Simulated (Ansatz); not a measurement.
System: GeCl$_{2}$, net charge -1, doublet state. 
Structure (B3LYP-D3(BJ)/def2-TZVP (Ansatz, a first-principles code) minimum search):
```
Ge
Cl 1 2.3639
Cl 1 2.3639 2 99.92
```
Charge -1, spin multiplicity 2.

Parts of the frozen-core correlation energy in 6-31G* (Ansatz, hartree). Frozen orbitals: 24; correlated occupied orbitals by spin: 10 and 9; virtual: 39 and 40. UHF or UKS for open shells. Spin-orbit coupling is left out. Non-relativistic.

```json
[
 {"term": "reference (HF)", "value": "-2994.17607"},
 {"term": "MP2 opposite-spin", "value": "?"},
 {"term": "MP2 same-spin", "value": "?"},
 {"term": "CCSD correlation", "value": "?"},
 {"term": "(T)", "value": "-0.00925"},
 {"term": "T1 diagnostic", "value": "0.014"},
 {"term": "largest doubles amplitude", "value": "0.050"},
 {"term": "<S^2> of the reference", "value": "0.767"}
]
```

What belongs in the gaps?


- MP2 opposite-spin, value: -0.23593
- MP2 same-spin, value: -0.08376
- CCSD correlation, value: -0.35454
